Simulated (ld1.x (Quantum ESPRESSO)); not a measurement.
## Varying the TM semilocal potential for O (Z = 8)

Base potential:

- Element: O (Z = 8)
- Generator: ld1.x (Quantum ESPRESSO) 7.5
- Type: norm-conserving Troullier–Martins (semilocal form)
- Functional: revPBE
- Relativity: non-relativistic
- Frozen core: [He]
- Valence charge: 6
- Reference configuration: 2s2 2p4
- Partial waves: 2s (bound): rc 0.70 bohr; 2p (bound): rc 1.05 bohr
- Local potential: the p channel
- Core correction: Bessel-smoothed model core, default radius (core density twice the valence density)

Cutoffs, loose and tight: the cutoffs (Ry, on a coarse ladder) from which the occupation-weighted sum of valence levels, in a spherical-Bessel basis at the reference potential, stays within 10 and 1 mRy of its value at 400 Ry. They do not see the model core or the augmentation charge, which bear on the density cutoff. Test errors are all-electron minus pseudo excitation energies from the reference, over the configurations 2s2 2p3; 2s2 2p2; 2s2 2p1; 2s2 2p0; 2s1 2p5; 2s2 2p4.3; 2s1 2p4. A dash means not determined; rows that change the core or the reference have their own tests.

A semilocal file is local in each channel, so a ghost entry of none says nothing of the separable form that plane-wave codes build from it.

```csv
change,outcome,"cutoff, loose","cutoff, tight",bound ghosts,largest test error (meV)
base,generated,120 Ry,200 Ry,none,+553
"all radii but the core radius scaled by about 0.79 (s 0.56, p 0.82 bohr)",generated,230 Ry,over 300 Ry,none,+292
"all radii but the core radius scaled by about 0.87 (s 0.60, p 0.92 bohr)",generated,200 Ry,over 300 Ry,none,+389
"all radii but the core radius scaled by about 0.95 (s 0.66, p 1.00 bohr)",generated,140 Ry,230 Ry,none,+466
"all radii but the core radius scaled by about 1.04 (s 0.72, p 1.10 bohr)",generated,100 Ry,200 Ry,none,+672
"all radii but the core radius scaled by about 1.12 (s 0.78, p 1.18 bohr)",generated,100 Ry,200 Ry,none,+900
"all radii but the core radius scaled by about 1.19 (s 0.84, p 1.24 bohr)",generated,90 Ry,180 Ry,none,+1113
"all radii but the core radius scaled by about 1.30 (s 0.92, p 1.36 bohr)",generated,80 Ry,160 Ry,none,+1538
```

Problem. What comes out with this change to the base: all radii but the core radius scaled by about 1.36 (s 0.96, p 1.42 bohr)?

Solution. outcome: generated; cutoff, loose: 70 Ry; cutoff, tight: 160 Ry; bound ghosts: none; largest test error (meV): +1886.

Reading the sweep of the scale of all radii but the core radius (base = 1) (base included, trends over the rows without a ghost): The loose cutoff falls from 230 Ry at 0.79 to 70 Ry at 1.36. A larger radius leaves more room for a smooth pseudo-wave, so fewer plane waves are needed; a smaller one forces it to follow the all-electron wave where it bends sharply. The median size of the test errors (rows with all tests solved) is not monotonic: lowest 6.5 meV at 1, highest 43.6 meV at 1.36.
